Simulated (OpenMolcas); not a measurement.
An OpenMolcas run meant for Os³⁺ (ANO-R0, X2C; inactive shells 1s 2s 2p 3s 3p 3d 4s 4p 4d 4f 5s 5p; intended active space 5 electrons in 5 orbitals (5d)). One step of its input:

```
&RASSCF
FileOrb=start.orb
Symmetry=1
Spin=6
nActEl=5 0 0
Inactive=15 19
Ras2=5 0
CIRoot=6 6 1
SDav=1
CIMx=300
Iter=80 100
PrWF=0.3
OrbListing=Nothing
MaxOrb=0
Atom
>>> COPY $Project.JobIph JOB001
```

Lines from the output:

```
...
      Number of secondary orbitals               1
      Spin quantum number                      2.5
      State symmetry                             1
Orbital specifications:
      -----------------------

      Symmetry species                           1   2
                                                ag  au
      Frozen orbitals                            0   0
      Inactive orbitals                         15  19
      Active orbitals                            5   0
      RAS1 orbitals                              0   0
      RAS2 orbitals                              5   0
      RAS3 orbitals                              0   0
      Secondary orbitals                         1   0
      Deleted orbitals                           0   0
      Number of basis functions                 21  19
      Number of CSFs                             1
      Number of root(s) required                 6
 ************ ERROR ***********
  You can't ask for more roots
  than there are configurations
 ******************************
--- Stop Module: rasscf at  /rc=_RC_INPUT_ERROR_ ---
.####################.
.# User input error #.
.####################.
```

Question: What is wrong with the input?

Answer: CIRoot asks for more roots than the active space has configuration state functions.
